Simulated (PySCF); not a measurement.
# Working out the ionisation energy of N⁺

N⁺ [He] 2s2 2p2 (3P) → N²⁺ [He] 2s2 2p1 (2P). Computed with PySCF 2.14 in x2c-QZVPPall with one added diffuse shell each of s, p, d, f type (8s5p4d3f1g, 73 functions), with the spin-free X2C one-electron Hamiltonian (Gaussian nucleus). Frozen: nothing. Energies in hartree (1 hartree = 27.21139 eV):

| part | N⁺ (lower) | N²⁺ (upper) |
| --- | --- | --- |
| UHF | -53.923362 | -52.850165 |
| CCSD correlation | -0.119618 | -0.107275 |
| (T) | -0.002027 | -0.001457 |

Problem. What does Hartree-Fock give?

Solution. (-52.850165) − (-53.923362) = 1.073197 hartree = 29.203 eV.

Problem. What do CCSD and CCSD(T) give?

Solution. The CCSD correlation energies differ by 0.012343 hartree = 0.336 eV and the triples by 0.000570 hartree = 0.016 eV, so CCSD gives 29.539 eV and CCSD(T) 29.555 eV.

A first-order spin-orbit estimate adds -0.003 eV to CCSD(T) (valence and next inner shell), giving 29.552 eV against 29.601 eV (semi-empirical (NIST evaluation); NIST Atomic Spectra Database, ionization energies).

What remains against the reference includes basis incompleteness and higher excitations.
